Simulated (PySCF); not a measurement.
# Reading the logs of faulty runs: B2CH6N cation

All numbers below are calculated, not measured. The program is PySCF 2.14.0, an open-source quantum chemistry code, run on an isolated molecule that a program drew, which may never have been made. The molecule is B2CH6N cation (charge +1, singlet), drawn as the SMILES string `BC[B+]N`.

Each row is a Hartree-Fock (HF) and frozen-core CCSD(T) single point in the cc-pVDZ basis, meant for a local HF minimum. Run 1 is clean. Each other run has one planted mistake out of seven kinds, and not every kind appears here: one electron removed, one electron added, multiplicity raised by two, geometry at a saddle point, minimal basis STO-3G, one bond length entered in bohr, all coordinates scaled. The reference is restricted for singlets and unrestricted otherwise, and also for a bond in bohr. Adding or removing an electron swaps singlet and doublet. Electrons count all cores. HOMO and LUMO are orbital energies over both spins, the gradient is its largest component, and the lowest frequency (negative if imaginary) is given only where the gradient is small. Bond lengths are over the 9 bonds as drawn. T1 is the CCSD diagnostic: over 0.02 (restricted) or 0.045 (unrestricted) a single reference is doubtful.

Geometry of the clean run:
```xyz
10
B2CH6N cation, angstrom
B    -0.8683    0.4694   -1.8198
C    -0.6411    1.3256   -0.4642
B    -1.4162    0.8114    0.7038
N    -2.1209    0.3208    1.7130
H    -1.1847   -0.6800   -1.7601
H    -0.6599    1.0155   -2.8538
H     0.4286    1.1450   -0.2575
H    -0.7818    2.3981   -0.6120
H    -1.9595    0.5835    2.6727
H    -2.8650   -0.3475    1.5865
```

| run | electrons | basis functions | <S^2> | HOMO (eV) | LUMO (eV) | gradient (hartree/bohr) | lowest frequency (cm^-1) | mean bond (Å) | longest bond (Å) | T1 | HF (hartree) | CCSD(T) (hartree) | mistake |
|---|---|---|---|---|---|---|---|---|---|---|---|---|---|
| 1 | 28 | 86 | 0.000 | -17.77 | -3.09 | 1.7e-05 | 121 | 1.2257 | 1.619 | 0.0129 | -144.96158 | -145.46868 | no fault |
| 2 | 28 | 86 | 2.013 | -12.14 | -7.26 | 1.1e-01 | - | 1.2257 | 1.619 | 0.0467 | -144.75738 | -145.26350 | multiplicity raised by two |
| 3 | 28 | 86 | 0.601 | -17.70 | -6.11 | 3.3e-02 | - | 1.3253 | 1.905 | 0.0660 | -144.80177 | -145.31865 | one bond length entered in bohr |
| 4 | 28 | 86 | 0.000 | -18.31 | -2.52 | 1.3e-01 | - | 1.1043 | 1.459 | 0.0105 | -144.84655 | -145.33634 | all coordinates scaled |
| 5 | 27 | 86 | 0.769 | -23.32 | -15.23 | 1.5e-01 | - | 1.2257 | 1.619 | 0.0342 | -144.35531 | -144.84173 | ? |
| 6 | 29 | 86 | 0.768 | -5.11 | 2.71 | 4.7e-02 | - | 1.2257 | 1.619 | 0.0243 | -145.11070 | -145.63634 | ? |

**Which mistake was planted in run 5, and what did it cost?**

It counts 27 electrons, one fewer than the clean run, at the same geometry and basis. So the mistake is: one electron removed. Subtracting run 1 and multiplying by 627.51 kcal/mol a hartree, the energy moved by 380.4 kcal/mol in HF and 393.4 kcal/mol in CCSD(T).

**Which mistake was planted in run 6, and what did it cost?**

It counts 29 electrons, one more than the clean run, at the same geometry and basis. So the mistake is: one electron added. Subtracting run 1 and multiplying by 627.51 kcal/mol a hartree, the energy moved by -93.6 kcal/mol in HF and -105.2 kcal/mol in CCSD(T).

Cautions from the logs. Run 2: T1 is over the limit, so its CCSD(T) energy is less reliable; run 3: T1 is over the limit, so its CCSD(T) energy is less reliable.
